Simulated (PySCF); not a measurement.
BrCs, charge -1, doublet, at the geometry of the source list (a state made from the parent by changing its charge; the spin is typed, not shown lowest) (core potentials on Cs) (in this run its highest filled SCF level lies above zero, so its values depend strongly on the basis, on diffuse functions most of all); B3LYP/def2-SVP in PySCF.

Here is a job for PySCF.
```python
from pyscf import gto, scf, dft

mol = gto.M(
    atom='''
Cs   -1.02520000   -0.71830000   -0.87230000
Br    1.02520000    0.71830000    0.87230000
''',
    basis='def2-svp',
    ecp={'Cs': 'def2-svp'},
    charge=-1,
    spin=1,
    verbose=4,
)

mf = dft.UKS(mol)
mf.xc = 'b3lyp'
mf.kernel()
mf.analyze()
```

Task: What does PySCF print? Leave out banner, timings and long lists.

Result: 
```
PySCF version 2.14.0

[INPUT] verbose = 4
[INPUT] num. atoms = 2
[INPUT] num. electrons = 45
[INPUT] charge = -1
[INPUT] spin (= nelec alpha-beta = 2S) = 1
[INPUT] symmetry False subgroup None
[INPUT] Mole.unit = angstrom
[INPUT] Symbol           X                Y                Z      unit          X                Y                Z       unit  Magmom
[INPUT]  1 Cs    -1.025200000000  -0.718300000000  -0.872300000000 AA   -1.937347222904  -1.357390275275  -1.648408098458 Bohr   0.0
[INPUT]  2 Br     1.025200000000   0.718300000000   0.872300000000 AA    1.937347222904   1.357390275275   1.648408098458 Bohr   0.0

nuclear repulsion = 54.6260490401001
number of shells = 22
number of NR pGTOs = 109
number of NR cGTOs = 56
basis = def2-svp
ecp = {'Cs': 'def2-svp'}

******** <class 'pyscf.dft.uks.UKS'> ********
method = UKS
initial guess = minao
damping factor = 0
level_shift factor = 0
DIIS = <class 'pyscf.scf.diis.CDIIS'>
diis_start_cycle = 1
diis_space = 8
diis_damp = 0
SCF conv_tol = 1e-09
SCF conv_tol_grad = None
SCF max_cycles = 50
direct_scf = True
direct_scf_tol = 1e-13
number electrons alpha = 23  beta = 22
XC library pyscf.dft.libxc version 7.1.2
    S. Lehtola, C. Steigemann, M. J. T. Oliveira, and M. A. L. Marques,  SoftwareX 7, 1–5 (2018)
XC functionals = b3lyp
    P. J. Stephens, F. J. Devlin, C. F. Chabalowski, and M. J. Frisch,  J. Phys. Chem. 98, 11623 (1994)
radial grids:
    Treutler-Ahlrichs [JCP 102, 346 (1995); DOI:10.1063/1.469408] (M4) radial grids

becke partition: Becke, JCP 88, 2547 (1988); DOI:10.1063/1.454033
pruning grids: <function nwchem_prune>
grids dens level: 3
symmetrized grids: False
atomic radii adjust function: <function treutler_atomic_radii_adjust>
small_rho_cutoff = 0
Set gradient conv threshold to 3.16228e-05
tot grids = 44136
init E= -2589.66292386505

cycle= 1 E= -2594.03754559795  delta_E= -4.37  |g|= 0.286  |ddm|= 2.17
cycle= 2 E= -2594.06864523823  delta_E= -0.0311  |g|= 0.303  |ddm|= 2.59
cycle= 3 E= -2594.13177072767  delta_E= -0.0631  |g|= 0.0658  |ddm|= 0.825
cycle= 4 E= -2594.13361639546  delta_E= -0.00185  |g|= 0.0113  |ddm|= 0.121
cycle= 5 E= -2594.13378460488  delta_E= -0.000168  |g|= 0.00361  |ddm|= 0.0969
cycle= 6 E= -2594.13380907406  delta_E= -2.45e-05  |g|= 0.000679  |ddm|= 0.0356
cycle= 7 E= -2594.13381214175  delta_E= -3.07e-06  |g|= 0.000278  |ddm|= 0.0155
cycle= 8 E= -2594.13381230172  delta_E= -1.6e-07  |g|= 5.05e-05  |ddm|= 0.0019
cycle= 9 E= -2594.13381231435  delta_E= -1.26e-08  |g|= 1.14e-05  |ddm|= 0.000762
cycle= 10 E= -2594.13381231489  delta_E= -5.41e-10  |g|= 1.39e-06  |ddm|= 0.000213
Extra cycle  E= -2594.13381231488  delta_E= 2.73e-12  |g|= 8.97e-07  |ddm|= 1.92e-05
converged SCF energy = -2594.13381231488  <S^2> = 0.75004044  2S+1 = 2.0000404
**** SCF Summaries ****
Total Energy =                       -2594.133812314884381
Nuclear Repulsion Energy =              54.626049040100099
One-electron Energy =                -3733.771088870345011
Two-electron Energy =                 1085.011227515360815
Two-electron Coulomb Energy =         1179.745549802281403
DFT Exchange-Correlation Energy =      -94.734322286920644
**** MO energy ****
                             alpha | beta                alpha | beta
MO #1   energy= -482.553712148168  | -482.553677506359  occ= 1 | 1
MO #2   energy= -62.2351856555257  | -62.2351635310577  occ= 1 | 1
MO #3   energy= -56.0652384469867  | -56.0652205723118  occ= 1 | 1
MO #4   energy= -56.0652371913609  | -56.0652193173808  occ= 1 | 1
MO #5   energy= -56.0650763164371  | -56.0650207635365  occ= 1 | 1
MO #6   energy= -8.45214152284254  | -8.45208591654592  occ= 1 | 1
MO #7   energy= -6.27712471408864  | -6.27709040941386  occ= 1 | 1
MO #8   energy= -6.2770861660431   | -6.27705174495131  occ= 1 | 1
MO #9   energy= -6.27695771695596  | -6.27685217763232  occ= 1 | 1
MO #10  energy= -2.39296123230015  | -2.39292962463573  occ= 1 | 1
MO #11  energy= -2.39294779896878  | -2.39289837258971  occ= 1 | 1
MO #12  energy= -2.39286553473036  | -2.39282215293659  occ= 1 | 1
MO #13  energy= -2.39279637211999  | -2.39272661571997  occ= 1 | 1
MO #14  energy= -2.39277612434699  | -2.39270566389167  occ= 1 | 1
MO #15  energy= -0.923620062122776 | -0.922441365881298 occ= 1 | 1
MO #16  energy= -0.530154080501283 | -0.529725428287357 occ= 1 | 1
MO #17  energy= -0.402439333067177 | -0.401545681202095 occ= 1 | 1
MO #18  energy= -0.402439288230924 | -0.401545616404292 occ= 1 | 1
MO #19  energy= -0.39216986830233  | -0.39111747679206  occ= 1 | 1
MO #20  energy= -0.0900373689458082 | -0.08919422405099  occ= 1 | 1
MO #21  energy= -0.0888026809042224 | -0.0886755041367846 occ= 1 | 1
MO #22  energy= -0.0888010152749162 | -0.0886738655313395 occ= 1 | 1
MO #23  energy= 0.0217359798727372 | 0.0574933158475375 occ= 1 | 0
MO #24  energy= 0.074163090015624  | 0.0890787595623677 occ= 0 | 0
MO #25  energy= 0.074163180226906  | 0.0890905725134859 occ= 0 | 0
MO #26  energy= 0.0907438916621248 | 0.101187637781392  occ= 0 | 0
MO #27  energy= 0.109877582950575  | 0.115340765824307  occ= 0 | 0
MO #28  energy= 0.123595480204681  | 0.130640685779846  occ= 0 | 0
MO #29  energy= 0.123595761245375  | 0.130642042859004  occ= 0 | 0
MO #30  energy= 0.152124954619825  | 0.154928329682233  occ= 0 | 0
MO #31  energy= 0.15212509667676   | 0.15493267495298   occ= 0 | 0

spin_pop of  0 Cs 5s        0.00006
spin_pop of  0 Cs 6s        0.76356
spin_pop of  0 Cs 7s        0.01307
spin_pop of  0 Cs 8s        0.03413
spin_pop of  0 Cs 9s        0.00410
spin_pop of  0 Cs 5px       0.00042
spin_pop of  0 Cs 5py       0.00062
spin_pop of  0 Cs 5pz       0.00052
spin_pop of  0 Cs 6px       0.02606
spin_pop of  0 Cs 6py       0.01156
spin_pop of  0 Cs 6pz       0.01831
spin_pop of  0 Cs 7px       0.02805
spin_pop of  0 Cs 7py       0.01393
spin_pop of  0 Cs 7pz       0.02059
spin_pop of  0 Cs 5dxy     -0.00001
spin_pop of  0 Cs 5dyz     -0.00000
spin_pop of  0 Cs 5dz^2    -0.00001
spin_pop of  0 Cs 5dxz      0.00005
spin_pop of  0 Cs 5dx2-y2    0.00004
spin_pop of  0 Cs 6dxy      0.00001
spin_pop of  0 Cs 6dyz      0.00018
spin_pop of  0 Cs 6dz^2     0.00002
spin_pop of  0 Cs 6dxz      0.00169
spin_pop of  0 Cs 6dx2-y2    0.00123
spin_pop of  1 Br 1s        0.00000
spin_pop of  1 Br 2s        0.00000
spin_pop of  1 Br 3s        0.00000
spin_pop of  1 Br 4s        0.00865
spin_pop of  1 Br 5s        0.03808
spin_pop of  1 Br 2px       0.00000
spin_pop of  1 Br 2py       0.00000
spin_pop of  1 Br 2pz       0.00000
spin_pop of  1 Br 3px       0.00000
spin_pop of  1 Br 3py       0.00000
spin_pop of  1 Br 3pz       0.00000
spin_pop of  1 Br 4px       0.00533
spin_pop of  1 Br 4py       0.00273
spin_pop of  1 Br 4pz       0.00392
spin_pop of  1 Br 5px       0.00147
spin_pop of  1 Br 5py       0.00045
spin_pop of  1 Br 5pz       0.00105
spin_pop of  1 Br 3dxy     -0.00000
spin_pop of  1 Br 3dyz     -0.00000
spin_pop of  1 Br 3dz^2    -0.00000
spin_pop of  1 Br 3dxz     -0.00000
spin_pop of  1 Br 3dx2-y2   -0.00000
spin_pop of  1 Br 4dxy      0.00004
spin_pop of  1 Br 4dyz      0.00003
spin_pop of  1 Br 4dz^2     0.00000
spin_pop of  1 Br 4dxz      0.00006
spin_pop of  1 Br 4dx2-y2    0.00001
spin_pop of  1 Br 5dxy      0.00000
spin_pop of  1 Br 5dyz      0.00000
spin_pop of  1 Br 5dz^2    -0.00000
spin_pop of  1 Br 5dxz      0.00001
spin_pop of  1 Br 5dx2-y2    0.00000
In total            23.00000 | 22.00000

WARN: System has nonzero charge -1; the dipole moment is origin-dependent.
Location of origin: [0. 0. 0.]

Dipole moment(X, Y, Z, Debye):  2.96785,  2.07941,  2.52523
```
